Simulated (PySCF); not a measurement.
# Radial density of C (carbon, neutral)

TPSSh, [He] 2s2 2p1 3s1, high-spin 3P determinant (an excited configuration). Calculation: PySCF 2.14, in aug-cc-pwCVDZ; the non-relativistic Hamiltonian (point nucleus).

| r (bohr) | 4πr²ρ (e/bohr) | 4πr²(ρα − ρβ) |
| --- | --- | --- |
| 0.00555 | 0.04646 | 0.0001 |
| 0.00933 | 0.1262 | 0.0003 |
| 0.0157 | 0.3296 | 0.0008 |
| 0.0264 | 0.8222 | 0.0021 |
| 0.0444 | 1.875 | 0.0049 |
| 0.0747 | 3.711 | 0.0103 |
| 0.126 | 5.762 | 0.0192 |
| 0.211 | 6.027 | 0.0420 |
| 0.355 | 3.380 | 0.1340 |
| 0.598 | 1.413 | 0.3881 |
| 1.01 | 2.044 | 0.6860 |
| 1.69 | 1.475 | 0.4564 |
| 2.85 | 0.3467 | 0.1882 |
| 4.79 | 0.2961 | 0.2938 |
| 8.05 | 0.01969 | 0.0197 |

The outer electron is Rydberg-like, and this basis confines it to a smaller radius and binds it less than a complete one would.
